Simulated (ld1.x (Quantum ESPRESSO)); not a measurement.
# Building the TM potential for sulfur (LDA (PZ), scalar-relativistic).

Input for ld1.x (Quantum ESPRESSO) 7.5:

```
&input
   title='S', zed=16., rel=1, dft='PZ', iswitch=3,
   config='[Ne] 3s2 3p3.5',
   nld=2, rlderiv=1.60, eminld=-4.0, emaxld=5.0, deld=0.02
 /
 &inputp
   pseudotype=2, tm=.true., lloc=-2, rcloc=1.05,
   nlcc=.true., new_core_ps=.true., rcore=0.55,
   file_pseudopw='S.UPF', file_wfcaegen='ae.wfc', file_wfcncgen='nc.wfc', file_beta='beta', file_chi='chi'
 /
2
3S  1  0   2.00   0.00  1.45  1.45  0.0
3P  2  1   3.50   0.00  1.15  1.15  0.0
 &test
   configts(1)='3s2 3p3.5'
 /
```

Command:

```bash
ld1.x < S.in > S.out
```

Output (shortened: banner, matrices, multipoles, cross overlaps and the repeated all-electron block are left out):

```
Program LD1 v.7.5
     --------------------------- All-electron run ----------------------------

     S
     scalar relativistic calculation

     atomic number is 16.00
     dft =PZ   lsd =0 sic =0 latt =0  beta=0.20 tr2=1.0E-14
     Exchange-correlation= PZ
                           (   1   1   0   0   0   0   0)
     mesh =1151 r(mesh) =  99.72449 a.u. xmin = -7.00 dx = 0.01250
     1 Ry =  13.60569312 eV, c = 137.03599908

     n l     nl                  e(Ry)          e(Ha)          e(eV)
     1 0     1S 1( 2.00)      -176.6070       -88.3035     -2402.8606
     2 0     2S 1( 2.00)       -15.9011        -7.9506      -216.3458
     2 1     2P 1( 6.00)       -11.9126        -5.9563      -162.0786
     3 0     3S 1( 2.00)        -1.6357        -0.8179       -22.2550
     3 1     3P 1( 3.50)        -0.8670        -0.4335       -11.7966

     final scf error:  6.1E-15 reached in  26 iterations

     Etot =    -795.315090 Ry,    -397.657545 Ha,  -10820.813057 eV

     Ekin =     797.706246 Ry,     398.853123 Ha,   10853.346392 eV
     Encl =   -1892.915591 Ry,    -946.457795 Ha,  -25754.428639 eV
     Eh   =     348.008419 Ry,     174.004209 Ha,    4734.895753 eV
     Exc  =     -48.114165 Ry,     -24.057082 Ha,    -654.626563 eV

     normalization and overlap integrals

     s(1S/1S) =  1.000000  <r> =   0.0972  <r2> =    0.0127  r(max) =   0.0633
     s(2S/2S) =  1.000000  <r> =   0.4810  <r2> =    0.2754  r(max) =   0.3877
     s(2P/2P) =  1.000000  <r> =   0.4433  <r2> =    0.2459  r(max) =   0.3254
     s(3S/3S) =  1.000000  <r> =   1.6658  <r2> =    3.2226  r(max) =   1.4048
     s(3P/3P) =  1.000000  <r> =   1.9750  <r2> =    4.6447  r(max) =   1.5721

     ------------------------ End of All-electron run ------------------------

     --------------------- Generating NC pseudopotential ---------------------

      Generating local potential from pseudized AE potential:
      Matching radius rcloc =   1.0500
      Enforcing V''(0)=0 (lloc=-2)

      Local pseudo, rcloc= 1.054 Estimated cut-off energy=    27.28 Ry

      Computing core charge for nlcc:

       r > 0.55 : true rho core
      Core charge pseudized with two Bessel functions
      Integrated core pseudo-charge :   8.30

      Wfc   3S  rcut= 1.459  Using Troullier-Martins method

      Wfc   3P  rcut= 1.136  Using Troullier-Martins method

     ------------------- End of pseudopotential generation -------------------

     Computing logarithmic derivative in   1.60188
     Computing logarithmic derivative in   1.60188
     Computing the partial wave expansion
     R is outside the sphere for l=    0 j= 0.00
     R is outside the sphere for l=    1 j= 0.00

     ---------------------- Testing the pseudopotential ----------------------

     S
     scalar relativistic calculation

     atomic number is 16.00   valence charge is  6.00
     dft =PZ   lsd =0 sic =0 latt =0  beta=0.20 tr2=1.0E-14
     mesh =1151 r(mesh) =  99.72449 xmin = -7.00 dx = 0.01250

     n l     nl             e AE (Ry)        e PS (Ry)    De AE-PS (Ry)
     1 0     3S   1( 2.00)       -1.63572       -1.63573        0.00001
     2 1     3P   1( 3.50)       -0.86704       -0.86702       -0.00002

     eps = 3.6E-16  iter =  4

     Etot =    -795.315090 Ry,    -397.657545 Ha,  -10820.813057 eV
     Etotps =   -44.842097 Ry,     -22.421048 Ha,    -610.107807 eV

     Ekin =       7.172300 Ry,       3.586150 Ha,      97.584107 eV
     Encl =     -41.078138 Ry,     -20.539069 Ha,    -558.896539 eV
     Ehrt =      14.667843 Ry,       7.333922 Ha,     199.566171 eV
     Ecxc =     -29.311886 Ry,     -14.655943 Ha,    -398.808528 eV
     (Ecc =     -24.869807 Ry,     -12.434903 Ha,    -338.370961 eV)
     Epseu=       3.707785 Ry,       1.853892 Ha,      50.446982 eV

     ---------------------- End of pseudopotential test ----------------------
```

Generation and configuration tests took about 1.2 s on one core of a shared server CPU.

Transferability test of the new file with ld1.x, input:

```
&input
   title='S', zed=16., rel=1, dft='PZ', iswitch=2,
   config='[Ne] 3s2 3p3.5'
 /
 &test
   file_pseudo='S.UPF', nconf=10,
   configts(1)='3s2 3p3.5',
   configts(2)='3s2 3p4',
   configts(3)='3s2 3p3',
   configts(4)='3s2 3p2',
   configts(5)='3s1 3p5',
   configts(6)='3s2 3p0',
   configts(7)='3s0 3p6',
   configts(8)='3s1 3p4',
   configts(9)='3s2 3p3.5', lsdts(9)=1,
   configts(10)='3s2 3p4', lsdts(10)=1
 /
```

```bash
ld1.x < S.test.in > S.test.out
```

Pseudopotential blocks of its output, shortened (energy terms left out):

```
     ---------------------- Testing the pseudopotential ----------------------

     n l     nl             e AE (Ry)        e PS (Ry)    De AE-PS (Ry)
     1 0     3S   1( 2.00)       -1.63572       -1.63573        0.00001
     2 1     3P   1( 3.50)       -0.86704       -0.86702       -0.00002

     eps = 8.5E-18  iter =  4

     Etot =    -795.315090 Ry,    -397.657545 Ha,  -10820.813057 eV
     Etotps =   -44.842096 Ry,     -22.421048 Ha,    -610.107804 eV

     ---------------------- End of pseudopotential test ----------------------

          ---------------------- Testing the pseudopotential ----------------------

     n l     nl             e AE (Ry)        e PS (Ry)    De AE-PS (Ry)
     1 0     3S   1( 2.00)       -1.27036       -1.27079        0.00042
     2 1     3P   1( 4.00)       -0.52273       -0.52298        0.00026

     eps = 2.2E-15  iter = 13

     Etot =    -795.661173 Ry,    -397.830586 Ha,  -10825.521747 eV
     Etotps =   -45.188273 Ry,     -22.594136 Ha,    -614.817769 eV
     dEtot_ae =      -0.346082 Ry
     dEtot_ps =      -0.346176 Ry,   Delta E=       0.000094 Ry

     ---------------------- End of pseudopotential test ----------------------

          ---------------------- Testing the pseudopotential ----------------------

     n l     nl             e AE (Ry)        e PS (Ry)    De AE-PS (Ry)
     1 0     3S   1( 2.00)       -2.03097       -2.03024       -0.00073
     2 1     3P   1( 3.00)       -1.24092       -1.24033       -0.00059

     eps = 1.5E-15  iter = 13

     Etot =    -794.789283 Ry,    -397.394641 Ha,  -10813.659079 eV
     Etotps =   -44.316390 Ry,     -22.158195 Ha,    -602.955206 eV
     dEtot_ae =       0.525808 Ry
     dEtot_ps =       0.525706 Ry,   Delta E=       0.000101 Ry

     ---------------------- End of pseudopotential test ----------------------

          ---------------------- Testing the pseudopotential ----------------------

     n l     nl             e AE (Ry)        e PS (Ry)    De AE-PS (Ry)
     1 0     3S   1( 2.00)       -2.89576       -2.89248       -0.00328
     2 1     3P   1( 2.00)       -2.06356       -2.06084       -0.00272

     eps = 6.4E-15  iter =  8

     Etot =    -793.144886 Ry,    -396.572443 Ha,  -10791.285919 eV
     Etotps =   -42.673427 Ry,     -21.336713 Ha,    -580.601552 eV
     dEtot_ae =       2.170205 Ry
     dEtot_ps =       2.168670 Ry,   Delta E=       0.001535 Ry

     ---------------------- End of pseudopotential test ----------------------

          ---------------------- Testing the pseudopotential ----------------------

     n l     nl             e AE (Ry)        e PS (Ry)    De AE-PS (Ry)
     1 0     3S   1( 1.00)       -1.31995       -1.31976       -0.00019
     2 1     3P   1( 5.00)       -0.56251       -0.56253        0.00002

     eps = 8.0E-16  iter =  6

     Etot =    -794.908572 Ry,    -397.454286 Ha,  -10815.282096 eV
     Etotps =   -44.435675 Ry,     -22.217837 Ha,    -604.578156 eV
     dEtot_ae =       0.406518 Ry
     dEtot_ps =       0.406422 Ry,   Delta E=       0.000097 Ry

     ---------------------- End of pseudopotential test ----------------------

          ---------------------- Testing the pseudopotential ----------------------

     n l     nl             e AE (Ry)        e PS (Ry)    De AE-PS (Ry)
     1 0     3S   1( 2.00)       -4.85530       -4.84503       -0.01027  !
     2 1     3P   1( 0.00)       -3.94609       -3.93706       -0.00903  !

     eps = 1.1E-17  iter =  7

     Etot =    -787.181154 Ry,    -393.590577 Ha,  -10710.145211 eV
     Etotps =   -36.721226 Ry,     -18.360613 Ha,    -499.617729 eV
     dEtot_ae =       8.133937 Ry
     dEtot_ps =       8.120871 Ry,   Delta E=       0.013066 Ry

     ---------------------- End of pseudopotential test ----------------------

          ---------------------- Testing the pseudopotential ----------------------

     n l     nl             e AE (Ry)        e PS (Ry)    De AE-PS (Ry)
     1 0     3S   1( 0.00)       -1.36598       -1.36516       -0.00083
     2 1     3P   1( 6.00)       -0.59962       -0.59938       -0.00025

     eps = 1.1E-15  iter = 11

     Etot =    -794.146619 Ry,    -397.073310 Ha,  -10804.915197 eV
     Etotps =   -43.674100 Ry,     -21.837050 Ha,    -594.216404 eV
     dEtot_ae =       1.168471 Ry
     dEtot_ps =       1.167996 Ry,   Delta E=       0.000475 Ry

     ---------------------- End of pseudopotential test ----------------------

          ---------------------- Testing the pseudopotential ----------------------

     n l     nl             e AE (Ry)        e PS (Ry)    De AE-PS (Ry)
     1 0     3S   1( 1.00)       -2.07952       -2.07802       -0.00150
     2 1     3P   1( 4.00)       -1.28240       -1.28143       -0.00098

     eps = 6.4E-15  iter = 14

     Etot =    -793.995676 Ry,    -396.997838 Ha,  -10802.861502 eV
     Etotps =   -43.523104 Ry,     -21.761552 Ha,    -592.162001 eV
     dEtot_ae =       1.319415 Ry
     dEtot_ps =       1.318992 Ry,   Delta E=       0.000423 Ry

     ---------------------- End of pseudopotential test ----------------------

          ---------------------- Testing the pseudopotential ----------------------

     n l     nl             e AE (Ry)        e PS (Ry)    De AE-PS (Ry)
     1 0     3S   1( 1.00)       -1.69634       -1.69715        0.00081
     2 1     3P   1( 3.00)       -0.92227       -0.92247        0.00019
     1 0     3S   2( 1.00)       -1.53471       -1.53431       -0.00040
     2 1     3P   2( 0.50)       -0.77616       -0.77619        0.00003

     eps = 2.3E-15  iter = 18

     Etot =    -795.404985 Ry,    -397.702493 Ha,  -10822.036136 eV
     Etotps =   -44.932092 Ry,     -22.466046 Ha,    -611.332258 eV
     dEtot_ae =      -0.089895 Ry
     dEtot_ps =      -0.089996 Ry,   Delta E=       0.000101 Ry

     ---------------------- End of pseudopotential test ----------------------

          ---------------------- Testing the pseudopotential ----------------------

     n l     nl             e AE (Ry)        e PS (Ry)    De AE-PS (Ry)
     1 0     3S   1( 1.00)       -1.31759       -1.31857        0.00098
     2 1     3P   1( 3.00)       -0.56481       -0.56521        0.00039
     1 0     3S   2( 1.00)       -1.19920       -1.19922        0.00002
     2 1     3P   2( 1.00)       -0.46030       -0.46051        0.00021

     eps = 8.1E-15  iter = 15

     Etot =    -795.713066 Ry,    -397.856533 Ha,  -10826.227790 eV
     Etotps =   -45.240260 Ry,     -22.620130 Ha,    -615.525101 eV
     dEtot_ae =      -0.397976 Ry
     dEtot_ps =      -0.398164 Ry,   Delta E=       0.000188 Ry

     ---------------------- End of pseudopotential test ----------------------
```
